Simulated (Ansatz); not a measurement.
Stepwise reaction of `[Br][In]([Br])[Br]` with water, as a gas-phase model of exchange steps in deposition or etching. ΔE in kJ/mol.

Calculated with Ansatz (gas phase, PBE0-D4/def2-TZVP geometries, no zero-point term in ΔE). CCSD(T)/CBS is the MP2 limit (def2-TZVPP, def2-QZVPP) plus CCSD(T) − MP2 in def2-TZVPP, frozen cores. This one scheme is used for every species. Functionals use def2-TZVPP. B3LYP here is the variant with VWN-RPA as its local correlation; programs differ in this. Elements past krypton have def2 core potentials. For Br, In outer-core shells are correlated without core-valence functions, which leaves a few kJ/mol of doubt a bond. Scalar relativity is left out up to krypton. One conformer a species, not always the lowest.

```tsv
step	reaction	PBE-D4	B3LYP-D4	ωB97M-V	CCSD(T)/CBS
1	`[Br][In]([Br])[Br]` + H₂O → `[OH][In]([Br])[Br]` + HBr	98.7	103.7	103.6	105.4
3	`[OH][In]([OH])[Br]` + H₂O → `[OH][In]([OH])[OH]` + HBr	105.3	108.4	109.5	110.0
```

Give the row of step 2, `[OH][In]([Br])[Br]` + H₂O → `[OH][In]([OH])[Br]` + HBr. (An estimate is asked.)

The calculation gave: 
```
step                                                 reaction  PBE-D4  B3LYP-D4  ωB97M-V  CCSD(T)/CBS
   2  `[OH][In]([Br])[Br]` + H₂O → `[OH][In]([OH])[Br]` + HBr   102.0     105.9    106.4        107.7
```

By hand: ΔE of the 3 steps together at CCSD(T)/CBS.

(105.4) + (107.7) + (110.0) = 323.1 kJ/mol, or 107.7 kJ/mol a step.

In ΔE the steps differ by no more than 4.6 kJ/mol. All are uphill at CCSD(T)/CBS. PBE-D4 differs from CCSD(T)/CBS by -6.7 to -4.7 kJ/mol a step. Isolated molecules leave out the surface, adducts and barriers. Largest T1 diagnostic: 0.017.
